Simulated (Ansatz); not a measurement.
Relaxation of H2Te2 (Te₂H₂) with RKS r2SCAN-D4/def2-TZVP.

```sh
$ ansatz run in.yaml --threads 4 --pin off --events-out ev --progress --plain --max-ram 3916MiB
```

```yaml
crystal:
  periodic: [false, false, false]
  atoms:
    - {symbol: Te, position_ang: [0.003560, 1.086660, -0.971210]}
    - {symbol: Te, position_ang: [-0.209560, -1.434890, -0.064560]}
    - {symbol: H, position_ang: [-0.966790, 1.715950, 0.202850]}
    - {symbol: H, position_ang: [1.172790, -1.367720, 0.832920]}
basis:
  gaussian: {orbitals: def2-TZVP}
hamiltonian: {xc: r2scan, dispersion: d4}
scf: {lower_state_search: "off"}
output: {orbitals: {seedname: orbitals}}
relax: {f_tol: 0.02, max_steps: 100}
```

It took 16 s on 4 threads of Intel Xeon on a shared host.

Positions (Å) and forces (eV/Å) at steps 1, 2, 3, 4, 5 of 5:

```xyz
4
step=1 energy=-14625.4001 eV
Te    0.004    1.087   -0.971    0.100    0.054   -0.246
Te   -0.210   -1.435   -0.065   -0.157   -0.194   -0.109
H    -0.967    1.716    0.203   -0.134    0.170    0.183
H     1.173   -1.368    0.833    0.191   -0.029    0.171
4
step=2 energy=-14625.3704 eV rejected
Te   -0.050    1.128   -0.992    0.009   -0.533    0.229
Te   -0.162   -1.499   -0.076    0.008    0.582   -0.138
H    -0.996    1.839    0.189    0.059   -0.157   -0.015
H     1.208   -1.469    0.880   -0.077    0.109   -0.076
4
step=3 energy=-14625.4093 eV
Te   -0.012    1.094   -0.981   -0.006   -0.051   -0.016
Te   -0.197   -1.453   -0.074   -0.003    0.027   -0.043
H    -0.975    1.754    0.203   -0.001    0.019    0.030
H     1.184   -1.395    0.851    0.010    0.005    0.030
4
step=4 energy=-14625.4103 eV
Te   -0.024    1.090   -0.990    0.011   -0.033   -0.022
Te   -0.190   -1.457   -0.087   -0.021    0.013   -0.032
H    -0.960    1.751    0.215   -0.015    0.019    0.028
H     1.174   -1.383    0.862    0.025    0.002    0.025
4
step=5 energy=-14625.4105 eV
Te   -0.030    1.087   -0.995   -0.002    0.000    0.003
Te   -0.186   -1.459   -0.095    0.003    0.002    0.002
H    -0.953    1.751    0.221    0.001    0.000   -0.003
H     1.170   -1.379    0.869   -0.002   -0.002   -0.002
```

In the def2 sets Te takes a core potential; there is no spin–orbit coupling.
